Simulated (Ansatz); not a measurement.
Compare A (`[SiH3]N[AsH2]`) with its isomer B (`N[AsH][SiH3]`).

Gas-phase electronic energies from Ansatz, PBE0-D4/def2-TZVP geometries. CCSD(T)/CBS adds triple-zeta CCSD(T) − MP2 to the extrapolated MP2 energy (def2 sets, frozen cores). Functionals use def2-TZVPP. B3LYP here is the variant with VWN-RPA as its local correlation; programs differ in this. For As outer-core shells are correlated without core-valence functions, which leaves a few kJ/mol of doubt a bond. Scalar relativity is left out up to krypton. Each species was taken in one conformer, which may not be the lowest.

(1) Which is lower in electronic energy at CCSD(T)/CBS, and by how much? (Estimate.)

(2) Give E(B) − E(A) in kcal/mol with ωB97M-V, MP2/def2-TZVPP, CCSD/def2-TZVPP, PBE-D4, B3LYP-D4, BLYP-D4, CCSD(T)/def2-SVP. (Estimate.)

(3) Does the order hold for the free energy at 298.15 K (harmonic terms from PBE0-D4)? (Best estimate.)

Largest T1 diagnostic: 0.011.

Results:

(1) Computed: A, by 7.2 kcal/mol.

(2) Computed: ωB97M-V 7.5, MP2/def2-TZVPP 8.1, CCSD/def2-TZVPP 8.0, PBE-D4 3.6, B3LYP-D4 7.0, BLYP-D4 6.1, CCSD(T)/def2-SVP 8.3. None reverses the order clearly.

(3) The calculation gave: Yes: G(B) − G(A) = +9.1 kcal/mol, for one conformer each.

At CCSD(T), def2-SVP lies +1.1 kcal/mol from the extrapolated value and def2-TZVPP +0.3 kcal/mol. From BLYP to BHLYP (50 % exact exchange), in def2-TZVPP and without D4, E(B) − E(A) moves by +2.8 kcal/mol.
